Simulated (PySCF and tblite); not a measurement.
The numbers below are computed, except where a source is named.
3 diastereomers of C7H13Cl3, numbered alike:

| isomer | SMILES | descriptors (one enantiomer) | sequence (m meso, r racemo) |
| --- | --- | --- | --- |
| A | [CH3:1][C@@H:2]([Cl:3])[CH2:4][C@@H:5]([Cl:6])[CH2:7][C@H:8]([CH3:9])[Cl:10] | 2R, 5s, 8S | mm |
| B | [CH3:1][C@@H:2]([Cl:3])[CH2:4][C@H:5]([Cl:6])[CH2:7][C@H:8]([CH3:9])[Cl:10] | 2R, 5r, 8S | rr |
| C | [CH3:1][C@H:2]([Cl:3])[CH2:4][CH:5]([Cl:6])[CH2:7][C@H:8]([CH3:9])[Cl:10] | 2S, 8S | mr |

Each isomer is a Boltzmann average at 298.15 K over at most 7 conformers: GFN2-xTB geometries, energies PBE0/pcSseg-1 (D3(BJ) added where defined), GIAO shieldings PBE0/pcSseg-1, GFN2-xTB thermal terms. Programs: PySCF with density fitting and tblite.

Question: What shifts does each isomer give (ppm; of two unlike H on one atom, a is the less shielded)?

Answer: 
A (mm): ¹H (against TMS): 4.29 (H5, 1H), 4.27 (H2/H8, 2H), 2.04 (H4a/H7a, 2H), 2.00 (H4b/H7b, 2H), 1.51 (H1/H9, 6H). ¹³C (against TMS): 62.6 (C5), 59.9 (C2/C8), 50.8 (C4/C7), 27.2 (C1/C9).

B (rr): ¹H (against TMS): 4.72 (H5, 1H), 4.40 (H2/H8, 2H), 1.73 (H4a/H7a, 2H), 1.68 (H4b/H7b, 2H), 1.53 (H1/H9, 6H). ¹³C (against TMS): 63.7 (C5), 60.9 (C2/C8), 54.1 (C4/C7), 27.9 (C1/C9).

C (mr): ¹H (against TMS): 4.41 (H8, 1H), 4.36 (H5, 1H), 4.30 (H2, 1H), 2.15 (H4a, 1H), 1.76 (H4b, 1H), 1.75 (H7a, 1H), 1.72 (H7b, 1H), 1.54 (H9, 3H), 1.50 (H1, 3H). ¹³C (against TMS): 63.0 (C5), 61.0 (C8), 59.7 (C2), 54.0 (C7), 53.1 (C4), 27.9 (C9), 26.2 (C1).

Question: Which carbons tell the isomers apart best?

Answer: C7: 50.8 in A, 54.1 in B, 54.0 in C; C4: 50.8 in A, 54.1 in B, 53.1 in C ppm.

The conformer set may be incomplete (the search or the number kept was capped). Shifts are unscaled: against experiment ¹³C can be off by 15 ppm or more and ¹H by 0.8 ppm. The cap on conformers cut off some of the population, so the set may be incomplete.
